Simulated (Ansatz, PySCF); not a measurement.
Gas-phase reaction (SMILES): C/C=C(/[SiH3])CC [[(E)-pent-2-en-3-yl]silane] + 6 [H][H] (H2) → 5 C (CH4) + [SiH4] (SiH4); energy of full hydrogenation.

Each molecule is optimised on its own at B3LYP-D3(BJ)/def2-TZVP (Ansatz, a first-principles code), one conformer each, not searched for the lowest. Valence correlation only, unless marked. Spin-orbit coupling is left out. No relativistic terms. CBS(X,Y): correlation extrapolated as X^-3; Hartree-Fock from the larger set. Thermal terms are rigid-rotor harmonic-oscillator values from B3LYP-D3(BJ) frequencies (Ansatz or PySCF) at 298.15 K and 1 atm. 1 Eh = 627.5095 kcal/mol.

| species | E, CCSD(T)/CBS(cc-pV(T+d)Z,cc-pV(Q+d)Z) (Ansatz) (Eh) | E, B3LYP-D3(BJ)/def2-TZVPD (Ansatz + dftd3) (Eh) | H - E (Eh) |
|---|---|---|---|
| C/C=C(/[SiH3])CC | -486.53025 | -487.36600 | 0.16171 |
| [H][H] (H2) | -1.17450 | -1.17983 | 0.01336 |
| C (CH4) | -40.45816 | -40.53958 | 0.04840 |
| [SiH4] (SiH4) | -291.45815 | -291.91976 | 0.03520 |

Q: Work out ΔE and ΔH at 298.15 K at the first level, then ΔH at the second.

A: 
1. ΔE = [5×(-40.45816) + (-291.45815)] - [(-486.53025) + 6×(-1.17450)] = -0.17170 Eh = -107.7 kcal/mol at CCSD(T)/CBS(cc-pV(T+d)Z,cc-pV(Q+d)Z).
2. The terms H - E add up to 0.03533 Eh, so ΔH = (-0.17170 + (0.03533))×627.5095 = -85.6 kcal/mol.
3. At B3LYP-D3(BJ)/def2-TZVPD the same steps give ΔE = -108.4 and ΔH = -86.2 kcal/mol, a shift of -0.6 from the first level.
4. These values are not checked against measurement here, since the tables used lack a sound gas-phase enthalpy of formation for at least one species.
